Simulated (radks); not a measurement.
The numbers below are computed, except where a source is named.
Task: Valence configurations of the antimony ion Sb2+ (all share [Kr]). Code: a radial shooting solver on a logarithmic mesh with Libxc functionals. Model: scalar-relativistic Kohn-Sham, PBE, spin-polarised, spherical densities, point nucleus; open shells are filled with parallel spins first (spin-orbit coupling, left out, can overturn this in heavy ions). Order these by energy: 4d10 5p3; 4d8 5p5; 4d9.5 5s2 5p1.5; 4d10 5s1.5 5p1.5; 4d9 5s2 5p2; 4d8 5s2 5p3; 4d8 5s1 5p4; 4d10 5s2 5p1; 4d10 5s1 5p2; 4d9 5s1 5p3.

Result: From the lowest, in eV above it: 4d10 5s2 5p1 0.000; 4d10 5s1.5 5p1.5 4.006; 4d10 5s1 5p2 7.632; 4d9.5 5s2 5p1.5 16.083; 4d10 5p3 17.178; 4d9 5s2 5p2 33.098; 4d9 5s1 5p3 40.439; 4d8 5s2 5p3 69.943; 4d8 5s1 5p4 80.596; 4d8 5p5 93.489. NIST lists [Kr] 4d10 5s2 5p1 as the ground configuration; this level of theory agrees among the configurations tried. The energies are those of spherical high-spin densities, not of single terms.
